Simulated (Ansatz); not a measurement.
Stretching the Si4–C2 bond in C3H10O3Si (SMILES CC(C)[Si](O)(O)O) (multiplicity 1 held, fragments rigid). Energies count from the point at 1.867 Å.
Geometry at that point (charge 0, multiplicity 1):
| atom | x (Å) | y (Å) | z (Å) |
|---|---|---|---|
| C | -1.1774 | 1.7408 | -0.8057 |
| C | -1.1831 | 0.3429 | -0.1703 |
| C | -1.8360 | -0.6840 | -1.1067 |
| Si | 0.5268 | -0.1880 | 0.3602 |
| O | 1.4081 | -0.2585 | -1.0339 |
| O | 1.2031 | 0.8245 | 1.4641 |
| O | 0.5374 | -1.6211 | 1.1648 |
| H | -0.5693 | 1.7571 | -1.7125 |
| H | -0.7836 | 2.4980 | -0.1234 |
| H | -2.1904 | 2.0477 | -1.0797 |
| H | -1.7744 | 0.3890 | 0.7519 |
| H | -2.8485 | -0.3737 | -1.3790 |
| H | -1.2632 | -0.7929 | -2.0300 |
| H | -1.9137 | -1.6694 | -0.6411 |
| H | 2.3327 | -0.5111 | -0.9644 |
| H | 1.3603 | 1.7313 | 1.1931 |
| H | 0.2649 | -2.4019 | 0.6785 |

Signs of static correlation in cc-pV(D+d)Z, with CASSCF(2,2), from Ansatz (a program for electronic structure) runs.

| R (Å) | T1 of restricted CCSD | ⟨S²⟩ of UHF | largest double amplitude of restricted CCSD | weight of the CASSCF reference in MRCISD | CASSCF natural occupations |
|---|---|---|---|---|---|
| 1.494 | 0.010 | 0.000 | 0.011 | 0.823 | 1.98 0.02 |
| 1.681 | 0.010 | 0.000 | 0.013 | 0.822 | 1.99 0.01 |
| 1.867 | 0.010 | 0.000 | 0.018 | 0.822 | 1.98 0.02 |
| 2.054 | 0.010 | 0.000 | 0.025 | 0.822 | 1.97 0.03 |
| 2.241 | 0.010 | 0.000 | 0.022 | 0.822 | 1.96 0.04 |
| 2.521 | 0.011 | 0.000 | (withheld) | 0.822 | 1.92 0.08 |
| 2.801 | 0.012 | 0.482 | 0.136 | 0.822 | 1.85 0.15 |
| 3.268 | 0.014 | 0.853 | 0.265 | 0.822 | 1.66 0.34 |
| 3.735 | 0.017 | 0.964 | 0.390 | 0.823 | 1.44 0.56 |
| 4.295 | 0.020 | 1.001 | (withheld) | 0.823 | 1.22 0.78 |
| 5.042 | 0.021 | 1.011 | 0.654 | 0.823 | 1.07 0.93 |

**Question.** Fill in the missing entries.

**Answer.** 
- 2.521, largest double amplitude of restricted CCSD: 0.050
- 4.295, largest double amplitude of restricted CCSD: 0.528

Doubts at one or more of the structures used: a restricted determinant that unrestricted orbitals would lower (R-CCSD(T)/cc-pV(D+d)Z); other coupled-cluster roots lie near (R-CCSD(T)/cc-pV(D+d)Z); a spin-contaminated determinant (U-CCSD(T)/cc-pV(D+d)Z); the program's own flag: other amplitudes (U-CCSD(T)/cc-pV(D+d)Z).
